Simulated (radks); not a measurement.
Species: Zn6+. Configuration: [Ar] 3d6. All-electron calculation, scalar-relativistic Kohn-Sham, PBE, spin-unpolarised, spherical densities, point nucleus. Program: a radial shooting solver on a logarithmic mesh with Libxc functionals.

Unscreened Slater integrals over Kohn-Sham orbitals (cm^-1). Empty in this configuration: 4s.

integral,value
"F0(3d,3d)",285560
"F2(3d,3d)",137870
"F4(3d,3d)",86981
"F0(3d,3p)",288060
"F2(3d,3p)",139470
"G1(3d,3p)",169040
"G3(3d,3p)",105030
"F0(3d,3s)",291450
"G2(3d,3s)",129650
"F0(3d,2p)",384880
"F2(3d,2p)",84317
"G1(3d,2p)",66344
"G3(3d,2p)",37783
"F0(3d,4s)",150880
"G2(3d,4s)",15827
"F0(3p,3p)",293280
"F2(3p,3p)",147670
"F0(3p,3s)",296530
"G1(3p,3s)",196700
"F0(3p,2p)",396250
"F2(3p,2p)",82498
"G0(3p,2p)",32125
"G2(3p,2p)",33992
"F0(3p,4s)",151690
"G1(3p,4s)",12987
"F0(3s,3s)",300160
"F0(3s,2p)",398340
"G1(3s,2p)",33830
"F0(3s,4s)",152150
"G0(3s,4s)",9573.9
"F0(2p,2p)",1010800
"F2(2p,2p)",477130
"F0(2p,4s)",168030
"G1(2p,4s)",5670.5
"F0(4s,4s)",120760

Derived for the open shells (J is the average intra-shell exchange parameter used in DFT+U). 3d: Racah B = F2/49 - 5 F4/441 = 1827 cm^-1, C = 35 F4/441 = 6903 cm^-1, C/B = 3.78, F4/F2 = 0.631, J = (F2 + F4)/14 = 16060 cm^-1.
